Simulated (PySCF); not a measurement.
C8H12Si, SMILES c1cc(cc(c1)CC)[SiH3], GFN2-xTB optimised geometry.

```
21

C     -2.40    -2.35     1.50
C     -2.16    -1.93     0.05
C     -1.39    -0.64     0.00
C     -2.06     0.58     0.00
C     -1.35     1.77     0.00
C      0.04     1.75     0.00
C      0.73     0.54     0.00
Si     2.62     0.49    -0.03
C     -0.01    -0.64     0.00
H     -1.45    -2.48     2.02
H     -2.97    -1.58     2.03
H     -2.95    -3.28     1.54
H     -1.60    -2.71    -0.46
H     -3.12    -1.81    -0.45
H     -3.14     0.60     0.00
H     -1.87     2.71     0.00
H      0.58     2.68     0.00
H      3.14     1.80     0.37
H      3.08     0.16    -1.38
H      3.08    -0.54     0.91
H      0.52    -1.58     0.00
```

Density from PBE0/def2-SVP in PySCF 2.14.0 at that geometry.

Minimum of the electron density along straight lines between bonded atoms, close to the bond critical point (lines longer than 1.1 times the sum of covalent radii, or with two minima, are not listed):

| bond | length / Å | ρ at the minimum / e bohr⁻³ | ∇²ρ there / e bohr⁻⁵ | position (fraction from the first atom) |
|---|---|---|---|---|
| C1–C2 | 1.530 | ? | -0.54 | 0.50 |
| C2–C3 | 1.503 | ? | -0.60 | 0.49 |
| C3–C4 | 1.389 | 0.310 | -0.79 | 0.50 |
| C4–C5 | 1.383 | 0.313 | -0.80 | 0.50 |
| C5–C6 | 1.383 | 0.313 | -0.81 | 0.50 |
| C6–C7 | 1.391 | 0.306 | -0.76 | 0.50 |
| C7–Si8 | 1.886 | 0.113 | 0.33 | 0.62 |
| C3–C9 | 1.387 | 0.311 | -0.79 | 0.50 |
| C7–C9 | 1.391 | 0.306 | -0.76 | 0.50 |
| C1–H10 | 1.088 | 0.277 | -1.02 | 0.63 |
| C1–H11 | 1.088 | 0.277 | -1.01 | 0.62 |
| C1–H12 | 1.088 | 0.276 | -1.01 | 0.62 |
| C2–H13 | 1.092 | 0.276 | -1.00 | 0.62 |
| C2–H14 | 1.092 | 0.276 | -1.00 | 0.62 |
| C4–H15 | 1.081 | 0.282 | -1.07 | 0.63 |
| C5–H16 | 1.081 | 0.283 | -1.07 | 0.63 |
| C6–H17 | 1.081 | 0.283 | -1.07 | 0.63 |
| Si8–H18 | 1.464 | 0.117 | 0.33 | 0.49 |
| Si8–H19 | 1.466 | 0.116 | 0.32 | 0.49 |
| Si8–H20 | 1.466 | 0.117 | 0.32 | 0.49 |
| C9–H21 | 1.082 | 0.282 | -1.06 | 0.62 |

Task: Some entries are withheld; supply them.

Result: 
- C1–C2, ρ at the minimum / e bohr⁻³: 0.239
- C2–C3, ρ at the minimum / e bohr⁻³: 0.255
